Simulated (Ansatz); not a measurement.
Consider the atomization: `C=C[Si](O)(O)[SiH3]` → 2 C• + 8 H• + 2 O• + 2 Si•.

Isolated molecules relaxed with PBE0-D4/def2-TZVP in Ansatz; ΔE leaves out vibrations. CCSD(T)/CBS is the MP2 limit (def2-TZVPP, def2-QZVPP) plus CCSD(T) − MP2 in def2-TZVPP, frozen cores. This one scheme is used for every species, atoms too. Functionals use def2-TZVPP. No spin–orbit coupling; open shells (•) take unrestricted orbitals. Spin–orbit coupling would lower the free atoms: a little for C, O, Si. Each species was taken in one conformer, which may not be the lowest.

`C=C[Si](O)(O)[SiH3]`:

Z-matrix (Å, degrees):
```
Si
C 1 1.853
O 1 1.650 2 111.3
O 1 1.650 2 104.3 3 -121.5
Si 1 2.345 2 113.6 3 116.7
C 2 1.331 1 123.3 3 128.8
H 2 1.090 1 118.3 3 -52.1
H 3 0.960 1 116.8 2 -49.1
H 4 0.958 1 117.3 2 -174.7
H 5 1.491 1 110.7 2 178.3
H 5 1.488 1 111.2 2 -61.2
H 5 1.489 1 110.1 2 59.0
H 6 1.087 2 122.2 1 179.6
H 6 1.086 2 121.2 1 -0.5
```

CCSD(T)/CBS gives +1270.0 kcal/mol.

(1) Another level gave +1272.5 kcal/mol. Which?
A. ωB97X-V/def2-TZVPP
B. r2SCAN-D4/def2-TZVPP
C. PBE/def2-TZVPP
D. PBE0/def2-TZVPP

Largest T1 diagnostic among the species: 0.013.

Answers

(1) C. PBE 1272.5, ωB97X-V 1269.8, r2SCAN-D4 1268.0, PBE0 1252.8 kcal/mol.

The D4 term adds +12.8 kcal/mol with B3LYP and +6.8 kcal/mol with PBE0; it sums over pairs of atoms, weighted by their polarisabilities, and B3LYP, whose exchange is more repulsive, gets the larger term. From PBE to PBE0 (25 % exact exchange), in def2-TZVPP and without D4, ΔE moves by −19.7 kcal/mol: exact exchange takes away binding that semilocal exchange gives to molecules. In def2-TZVPP, CCSD(T) changes the Hartree–Fock value by +307.3 kcal/mol (the triples alone add +18.0 kcal/mol) and MP2 by +325.9 kcal/mol; breaking electron pairs costs correlation energy, which Hartree–Fock lacks.

B3LYP here is the variant with VWN-RPA as its local correlation; programs differ in this.

For atomizations the MP2-based limit and the directly extrapolated one differ by several kJ/mol either way, and by 10 to 25 for some Ge, Se and Sn compounds, so smaller differences from it don't rank the levels.
